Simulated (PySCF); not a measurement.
Job file and geometry (Å, from PBE0-D3(BJ)/def2-SVP) of a spin–spin coupling run on SMILES O=C1CO[C@@H]1[C@@H](F)C(F)(F)F, C5H4F4O2, B3LYP/pcJ-1 indirect spin-spin coupling, non-relativistic, gas phase (PySCF 2.14.0, density-fitted response routines); density fitting, a coarse starting grid and PySCF grid level 2 are the driver's defaults:

```
$ OMP_NUM_THREADS=1 python probes_run.py task.json out

{"job": {"kind": "j", "xc": "B3LYP", "basis": "pcJ-1"}, "charge": 0, "multiplicity": 1}
O      0.848985     1.972916    -1.134400
C      1.018487     0.959478    -0.540927
C      1.894725    -0.276194    -0.677514
O      1.346961    -0.787328     0.540191
C      0.497241     0.328662     0.763315
C     -0.958649    -0.073955     0.947652
F     -1.639912     0.933538     1.560509
C     -1.705934    -0.418544    -0.336227
F     -1.949357     0.665995    -1.060196
F     -2.866779    -1.004916    -0.060448
F     -0.981627    -1.260899    -1.079788
H      1.675111    -0.912818    -1.551510
H      2.980005    -0.081343    -0.621388
H      0.773906     0.918026     1.658677
H     -0.967407    -0.974915     1.585262
```

Q: Write the output of this run.

A: 
```
coarse grid: 14432 points
cycle   1  E = -742.2703311828  dE =  2.051e+00  |g| = 1.401e+00  |ddm| = 3.458e+00
cycle   2  E = -741.2959398688  dE =  9.744e-01  |g| = 2.760e+00  |ddm| = 2.932e+00
cycle   3  E = -742.5716829065  dE = -1.276e+00  |g| = 3.691e-01  |ddm| = 2.268e+00
cycle   4  E = -742.5927867348  dE = -2.110e-02  |g| = 1.657e-01  |ddm| = 3.448e-01
cycle   5  E = -742.5970863488  dE = -4.300e-03  |g| = 3.345e-02  |ddm| = 1.175e-01
cycle   6  E = -742.5972910919  dE = -2.047e-04  |g| = 1.101e-02  |ddm| = 2.866e-02
cycle   7  E = -742.5973098397  dE = -1.875e-05  |g| = 3.393e-03  |ddm| = 7.777e-03
cycle   8  E = -742.5973116219  dE = -1.782e-06  |g| = 7.606e-04  |ddm| = 2.591e-03
final grid: 146360 points
cycle   9  E = -742.7134387212  dE = -2.991e-04  |g| = 1.003e-02  |ddm| = 2.452e-02
cycle  10  E = -742.7134058867  dE =  3.283e-05  |g| = 1.690e-02  |ddm| = 1.516e-02
cycle  11  E = -742.7134523529  dE = -4.647e-05  |g| = 2.748e-03  |ddm| = 1.118e-02
cycle  12  E = -742.7134534113  dE = -1.058e-06  |g| = 1.227e-03  |ddm| = 2.544e-03
cycle  13  E = -742.7134536390  dE = -2.278e-07  |g| = 2.680e-04  |ddm| = 8.199e-04
cycle  14  E = -742.7134536527  dE = -1.363e-08  |g| = 3.564e-05  |ddm| = 2.161e-04
cycle  15  E = -742.7134536528  dE = -1.448e-10  |g| = 2.031e-05  |ddm| = 3.595e-05
converged SCF energy = -742.7134536528

Indirect spin-spin couplings (Hz)
  i      j    bonds     total        FC       PSO       DSO        SD
  0 O    8 F    5     -2.019    -2.539     1.026    -0.143    -0.363
  0 O    9 F    5     -0.328    -0.178    -0.154     0.149    -0.145
  0 O   11 H    3     -1.200    -1.294    -0.039     0.132         -
  0 O   12 H    3     -1.123    -1.212    -0.048     0.137         -
  0 O   13 H    3     -1.039    -1.037    -0.097     0.096         -
  1 C    6 F    3     -0.710    -0.726     0.297     0.045    -0.325
  1 C    8 F    4      0.319     0.260    -0.263     0.352    -0.030
  1 C    9 F    4     -0.499    -0.446     0.190    -0.216    -0.027
  1 C   10 F    4      0.534     0.577    -0.325     0.362    -0.080
  1 C   11 H    2     -5.229    -5.416     0.060     0.127         -
  1 C   12 H    2     -4.489    -4.646     0.073     0.084         -
  1 C   13 H    2     -4.363    -4.581    -0.013     0.231         -
  1 C   14 H    3      8.180     8.154     0.240    -0.215         -
  2 C    6 F    4      0.842     0.855     0.319    -0.287    -0.045
  2 C   10 F    5      4.612     4.795    -0.371     0.275    -0.088
  2 C   11 H    1    160.045   159.324    -0.355     1.075         -
  2 C   12 H    1    157.644   156.880    -0.250     1.015         -
  2 C   13 H    3      2.245     2.477     0.090    -0.321         -
  3 O    6 F    3      0.665    -0.091     1.970     0.130    -1.344
  3 O    9 F    4     -0.183    -0.156    -0.066     0.103    -0.064
  3 O   10 F    4     -3.344    -3.485     0.583    -0.161    -0.281
  3 O   11 H    2     -7.897    -7.289    -0.668     0.060         -
  3 O   12 H    2     -7.863    -7.211    -0.741     0.088         -
  3 O   13 H    2     -6.901    -6.314    -0.626     0.040         -
  3 O   14 H    3     -2.514    -2.413     0.109    -0.210         -
  4 C    6 F    2     26.701    29.612    -3.514     0.266     0.337
  4 C    8 F    3     -3.206    -3.034    -0.275     0.166    -0.063
  4 C    9 F    3      5.842     5.081     0.351    -0.228     0.638
  4 C   10 F    3     -1.576    -1.510    -0.243     0.263    -0.087
  4 C   11 H    3      3.280     3.526     0.044    -0.290         -
  4 C   12 H    3      2.917     3.162     0.056    -0.302         -
  4 C   13 H    1    158.905   158.097    -0.635     1.443         -
  4 C   14 H    2     -4.600    -4.569    -0.350     0.319         -
  5 C    6 F    1   -249.552  -290.769    19.703     1.144    20.371
  5 C    8 F    2     31.428    30.471    -1.154     0.259     1.852
  5 C    9 F    2     33.900    34.029    -1.848     0.245     1.474
  5 C   10 F    2     41.485    44.424    -3.205     0.333    -0.067
  5 C   11 H    4     -1.474    -1.466     0.045    -0.054         -
  5 C   12 H    4     -1.684    -1.677     0.299    -0.306         -
  5 C   13 H    2     -6.537    -6.523    -0.335     0.321         -
  5 C   14 H    1    161.050   160.409    -0.987     1.628         -
  6 F    7 C    2     26.600    29.682    -3.895     0.454     0.359
  6 F    8 F    3    -20.305    -4.236   -18.030     0.587     1.373
  6 F    9 F    3    -17.412    -4.026   -11.544     0.142    -1.984
  6 F   10 F    3    -17.811   -19.704   -13.916    -1.389    17.198
  6 F   12 H    5      1.757     1.653     1.235    -1.158     0.026
  6 F   13 H    3     12.843    12.855    -0.176     1.030    -0.865
  6 F   14 H    2     48.839    43.639     8.972    -0.460    -3.312
  7 C    8 F    1   -356.197  -327.133   -38.845     1.616     8.165
  7 C    9 F    1   -351.990  -324.380   -37.536     1.553     8.373
  7 C   10 F    1   -340.733  -319.025   -32.969     1.615     9.645
  7 C   13 H    3      8.790     8.746     0.199    -0.155         -
  7 C   14 H    2     -3.173    -3.287    -0.453     0.567         -
  8 F    9 F    2     45.171    37.879   -39.772    -0.131    47.196
  8 F   10 F    2     68.669    31.950   -15.128     0.048    51.799
  8 F   11 H    6     -0.219    -0.382     0.283    -0.033    -0.087
  8 F   13 H    4      0.499     0.487     0.951    -0.828    -0.111
  8 F   14 H    3     17.975    17.943     1.862    -1.872     0.042
  9 F   10 F    2     79.313    39.242   -11.596    -0.105    51.771
  9 F   11 H    6     -0.313    -0.223     0.711    -0.838     0.037
  9 F   12 H    6     -0.517    -0.430     1.157    -1.246     0.001
  9 F   13 H    4      5.477     5.293     1.410    -1.359     0.132
  9 F   14 H    3      4.741     4.481     0.016     0.829    -0.584
 10 F   11 H    6      2.912     2.986    -2.208     1.994     0.140
 10 F   12 H    6      1.363     1.418     0.650    -0.776     0.071
 10 F   13 H    4     -2.313    -2.259     1.410    -1.332    -0.132
 10 F   14 H    3     -2.673    -2.964     0.322     0.399    -0.428
 11 H   12 H    2    -17.587   -17.698     2.066    -1.955         -
 11 H   13 H    4     -6.502    -6.343     2.139    -2.298         -
 11 H   14 H    5      0.271     0.345     0.644    -0.718         -
 12 H   13 H    4     -2.580    -2.473     0.659    -0.766         -
 12 H   14 H    5     -0.202    -0.142     1.259    -1.319         -
 13 H   14 H    3      3.455     3.408     0.128    -0.081         -
```

Size and cost of the density-fitted run: 337 basis functions, 4.3 min wall time on 1 thread of an Arm Neoverse N1, shared host; peak memory 1.6 GiB.
